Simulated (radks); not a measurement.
The numbers below are computed, except where a source is named.
Problem. Radial electron density D(r) = 4 pi r^2 rho(r) of an atom or ion with 27 electrons. Level of theory: Dirac Kohn-Sham, PBE, spin-unpolarised, spherical densities, point nucleus (a radial shooting solver on a logarithmic mesh with Libxc functionals).

```
   r/bohr * D(r) (the largest magnitude, 42, reaches the edge; | marks zero)
 0.002131 |*
 0.002709 | *
 0.003444 |  *
 0.004343 |    *
 0.005521 |      *
 0.007019 |          *
 0.008923 |              *
  0.01134 |                    *
  0.01442 |                           *
  0.01819 |                                  *
  0.02312 |                                         *
  0.02939 |                                              *
  0.03736 |                                               *
   0.0475 |                                            *
  0.06038 |                                        *
  0.07614 |                                     *
   0.0968 |                                         *
   0.1231 |                                                 *
   0.1564 |                                                      *
   0.1989 |                                                 *
   0.2528 |                                    *
   0.3214 |                         *
   0.4053 |                         *
   0.5152 |                              *
    0.655 |                             *
   0.8327 |                     *
    1.059 |           *
    1.346 |    *
    1.697 | *
    2.157 *
    2.743 *
```

What is the nuclear charge?

Solution. Z = 30. The innermost maximum, from 1s, lies near gamma/Z bohr with gamma = sqrt(1 - (Z/c)^2) = 0.976, here 0.0325 bohr (found: 0.0350), and its height grows with Z. The density is that of the zinc ion Zn3+ in [Ar] 3d9; the configuration itself is not fixed sharply by these data, and Z only to about a unit. D(r) has 3 maxima, at r = 0.0350, 0.159, 0.567 bohr, and minima at 0.0755, 0.359 bohr, inside which lie 2.11, 10.91 electrons.
